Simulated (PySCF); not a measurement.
Excitation energy of N⁺ by level of theory

N⁺ [He] 2s2 2p2 (3P) → N⁺ [He] 2s2 2p1 3d1 (high-spin determinant), as a difference of total energies. Calculation: PySCF 2.14, in x2c-TZVPPall with one added diffuse shell each of s, p, d type (6s4p3d1f, 40 functions); the spin-free X2C one-electron Hamiltonian (Gaussian nucleus). Correlated levels: valence: 1s2 frozen; valence and next inner shell: nothing frozen. The calculations carry no spin-orbit coupling.

| method | excitation energy (eV) |
| --- | --- |
| UHF | 24.336 |
| LDA | 24.027 |
| PBE | 23.680 |
| r2SCAN | 24.305 |
| TPSSh | 23.879 |
| B3LYP | 23.891 |
| revPBE | 23.568 |
| MP2 (valence) | 24.447 |
| SCS-MP2 (valence) | 24.322 |
| MP2 (valence and next inner shell) | 24.461 |
| SCS-MP2 (valence and next inner shell) | 24.331 |

Problem. Estimate what wB97X gives.

Solution. 24.298 eV, closest to r2SCAN among the rows shown.

Problem. Estimate what PBE0 gives.

Solution. 23.960 eV, closest to LDA among the rows shown.

The promoted electron is Rydberg-like, and one or two diffuse shells describe it only roughly, which tends to raise the upper state.

The determinant of the upper state mixes LS terms, which raises its energy above the lowest term, most at the Hartree-Fock and MP2 levels.
